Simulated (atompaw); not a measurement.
Before and after: PAW (atompaw) potential for cobalt (Co)

Co, PAW, made with atompaw 4.2.0.5 (PBE, scalar-relativistic). Core [Ne], reference 3s2 3p6 3d7 4s2 4p0. Waves: 3s (bound): rc 1.10 bohr; 4s (bound): rc 1.65 bohr; 3p (bound): rc 1.35 bohr; 4p (bound, empty): rc 1.65 bohr; 3d (bound): rc 1.50 bohr; 3d channel at 0.2 Ry: rc 1.65 bohr. Local part: troulliermartins scheme with l = 3 at 0.5 Ry, radius 1.45 bohr. Core correction: smooth core density matched at 1.30 bohr. Augmentation charge: besselshape compensation charge, radius 1.50 bohr; PAW radius 1.65 bohr; waves and projectors: modrrkj vanderbiltortho.

Change: all radii scaled by about 1.27 (s 1.40, p 1.72, d 1.90 bohr); local potential troulliermartins scheme with l = 3 at 0.5 Ry, radius 1.84 bohr; augmentation besselshape compensation charge, radius 1.90 bohr; PAW radius 2.10 bohr; waves and projectors: modrrkj vanderbiltortho; core correction smooth core density matched at 1.64 bohr.

Cutoffs: the cutoffs (Ry, on a coarse ladder) from which the occupation-weighted sum of valence levels, in a spherical-Bessel basis at the reference potential, stays within 10 and 1 mRy of its value at 400 Ry; they do not see the model core or the augmentation charge, which bear on the density cutoff.

Task: What does the change do?

Result: The potential gets softer (70 Ry and 110 Ry → 40 Ry and 70 Ry); neither file shows a bound ghost. A larger radius leaves more room for a smooth pseudo-wave, so fewer plane waves are needed.

```tsv
quantity	base	changed
cutoff, loose	70 Ry	40 Ry
cutoff, tight	110 Ry	70 Ry
loose cutoff by channel (10 mRy a level)	s 30 Ry, p 35 Ry, d 35 Ry	s 21 Ry, p 21 Ry, d 21 Ry
bound ghosts	none	none
lowest overlap eigenvalue by channel	s 0.63, p 0.78, d 0.71	s 0.89, p 1.00, d 0.88
```

 The cutoffs see the waves, projectors and local potential, not the compensation charge or the core.
